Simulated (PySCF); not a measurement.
C2H8FNSi, SMILES CN(C)[SiH2]F.

Coordinates come from a B3LYP-D3(BJ)/def2-SVP optimisation. The structure was generated by enumeration, and PubChem lists no compound with its InChIKey, so it may never have been made. Other conformers were not sampled.

Computed with M06-2X/def2-TZVP in PySCF.

Symmetry labels are those of the subgroup Cs that the program uses (full group Cs).

Q: List the valence orbital energies around the gap with their symmetry. (An estimate is asked for; the answer gives what the named calculation found.)

A: 
| orbital | symmetry | energy (eV) |
|---|---|---|
| HOMO−7 | A" | -14.00 |
| HOMO−6 | A' | -13.98 |
| HOMO−5 | A' | -13.03 |
| HOMO−4 | A" | -12.55 |
| HOMO−3 | A" | -12.02 |
| HOMO−2 | A' | -11.31 |
| HOMO−1 | A" | -10.75 |
| HOMO | A' | -8.19 |
| LUMO | A' | 1.42 |
| LUMO+1 | A' | 1.73 |
| LUMO+2 | A' | 2.44 |
| LUMO+3 | A" | 2.63 |
